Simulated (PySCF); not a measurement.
SMILES [SiH3]C[SiH2]Cl (CH₇ClSi₂), CAM-B3LYP/def2-SVP optimised geometry.

```
11

Si     0.91    -1.01    -0.26
C      0.04     0.65     0.00
Si    -1.82     0.65     0.00
Cl    -2.52    -0.30    -1.71
H      0.74    -1.47    -1.67
H      0.34    -2.03     0.66
H      2.36    -0.87     0.02
H      0.40     1.35    -0.77
H      0.37     1.06     0.97
H     -2.35    -0.09     1.17
H     -2.36     2.03     0.00
```

Density from CAM-B3LYP/def2-TZVP (PySCF) at that geometry.

Minimum of the electron density along straight lines between bonded atoms, close to the bond critical point (lines longer than 1.1 times the sum of covalent radii, or with two minima, are not listed):

```tsv
bond	length / Å	ρ at the minimum / e bohr⁻³	∇²ρ there / e bohr⁻⁵	position (fraction from the first atom)
Si1–C2	1.887	0.117	0.17	0.39
C2–Si3	1.866	0.124	0.16	0.61
Si3–Cl4	2.077	0.095	0.20	0.36
Si1–H5	1.486	0.122	0.15	0.49
Si1–H6	1.490	0.121	0.14	0.49
Si1–H7	1.490	0.121	0.14	0.49
C2–H8	1.103	0.264	-0.85	0.64
C2–H9	1.104	0.262	-0.83	0.64
Si3–H10	1.485	0.125	0.13	0.49
Si3–H11	1.485	0.125	0.13	0.49
```
